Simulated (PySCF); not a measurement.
HO3S, SMILES O=S(=O)=[OH+], charge +1.

The structure is a stationary point at PBE-D3(BJ)/def2-SVP. The isomer is the one that the SMILES or the coordinates give; other isomers of the formula were not compared.

All values below come from PySCF with PBE/def2-TZVPD.

Isolated molecule, no solvent.

| Quantity | Result |
|---|---|
| total energy | -623.80091 hartree |
| point group | Cs |
| highest occupied level | -16.25 eV |
| lowest empty level | -11.55 eV |
| orbital gap | 4.70 eV |
| dipole moment about the centre of nuclear charge | 3.01 D |
| mean static polarisability | 28.7 bohr³ (4.26 Å³) |
| polarisability, principal values | 18.9, 32.3, 35.0 bohr³ |
